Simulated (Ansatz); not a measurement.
**InCl2O (SMILES [O][In]([Cl])[Cl]): the energy, rung by rung**

InCl2O: 4 atoms, total charge 0, spin state doublet. As SMILES, `[O][In]([Cl])[Cl]`. The shape was relaxed beforehand at wB97X-V/def2-SVP.

```xyz
4

O     0.6129    1.0254    1.6862
In    0.0333    0.0187    0.0498
Cl    0.7421   -2.1591   -0.2570
Cl   -1.3327    1.0547   -1.4994
```

Each level gives the adiabatic electron affinity (to the singlet anion, shapes relaxed at wB97X-V/def2-SVP, no zero-point term) (eV). The values are calculated.

The electron affinity is E(neutral) − E(anion): positive where the electron is bound.

```csv
level,kind,program,value (eV),less CCSD(T)/def2-SVP,CPU time (all runs)
UHF/def2-SVP (core potential),Hartree–Fock,Ansatz,0.96,-1.74,7.2 s
UBLYP/def2-SVP (core potential),GGA,Ansatz,3.15,+0.45,9.4 s
UPBE/def2-SVP (core potential),GGA,Ansatz,3.30,+0.60,7.6 s
U-r2SCAN/def2-SVP (core potential),meta-GGA,Ansatz,3.16,+0.46,15 s
UB3LYP/def2-SVP (core potential),global hybrid,Ansatz,3.10,+0.40,8.1 s
U-wB97M-V/def2-SVP (core potential),range-separated hybrid,Ansatz,2.95,+0.25,33 s
UMP2/def2-SVP (core potential),perturbation theory,Ansatz,3.05,+0.35,7.7 s
UCCSD(T)/def2-SVP (core potential),coupled cluster or CI,Ansatz,2.70,0.00,19 s
```

UCCSD(T)/def2-SVP (core potential) is the highest level here, not the true value. Spin-orbit coupling, which can split open shells on such heavy atoms by tenths of an eV, is left out. The values span 0.96 to 3.30 eV. In the correlated wave-function rows the outer d shell of In is correlated, in sets not made for it. CPU times are rough (shared hosts, several kinds of processor): they show what a rung costs within a factor of a few.
